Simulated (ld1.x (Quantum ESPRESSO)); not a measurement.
# What one change does to a pseudopotential (selenium, TM)

```
Element                 : Se (Z = 34)
Generator               : ld1.x (Quantum ESPRESSO) 7.5
Type                    : norm-conserving Troullier–Martins (Kleinman–Bylander form)
Functional              : BP86
Relativity              : scalar-relativistic
Frozen core             : [Ar]
Valence charge          : 16
Reference configuration : 3d10 4s2 4p3 (charge +1)
Partial waves           : 4s (bound): rc 1.35 bohr; 3d (bound): rc 0.70 bohr; 4p (bound): rc 1.65 bohr
Local potential         : the p channel
Core correction         : a·sin(br)/r model core, default radius (core density twice the valence density)
```

Change: all radii but the core radius scaled by about 1.25 (s 1.70, p 2.06, d 0.88 bohr).

Cutoffs: the cutoffs (Ry, on a coarse ladder) from which the occupation-weighted sum of valence levels, in a spherical-Bessel basis at the reference potential, stays within 10 and 1 mRy of its value at 400 Ry; they do not see the model core or the augmentation charge, which bear on the density cutoff. Errors are all-electron minus pseudo energies relative to the spin-unpolarised reference configuration.

Question: How do hardness, ghosts and transferability respond?

Answer: Of the 7 tests that both files solve, the error grows in 3 and shrinks in 1 by more than 15 % and 0.3 meV (median size 2.8 → 3.6 meV); neither file shows a bound ghost.

| quantity | base | changed |
| --- | --- | --- |
| cutoff, loose | over 300 Ry | over 300 Ry |
| cutoff, tight | over 300 Ry | over 300 Ry |
| loose cutoff by channel (10 mRy a level) | s 35 Ry, d over 300 Ry, p 15 Ry | s 21 Ry, d 300 Ry, p 8 Ry |
| bound ghosts | none | none |
| error for 3d10 4s2 4p4, meV [ΔE -10.96 eV] | +2.8 | +3.6 |
| error for 3d10 4s2 4p2, meV [ΔE 20.49 eV] | -2.3 | -2.0 |
| error for 3d10 4s2 4p1, meV [ΔE 51.52 eV] | -7.7 | -9.9 |
| error for 3d9 4s2 4p5, meV [ΔE 40.74 eV] | -1553 | -1342 |
| error for 3d10 4s2 4p3.5, meV [ΔE -6.60 eV] | +1.3 | +1.5 |
| error for 3d10 4s1 4p5, meV [ΔE -0.06 eV] | -2.1 | -0.6 |
| error for 3d10 4s2 4p0, meV [ΔE 93.90 eV] | -30 | -48 |
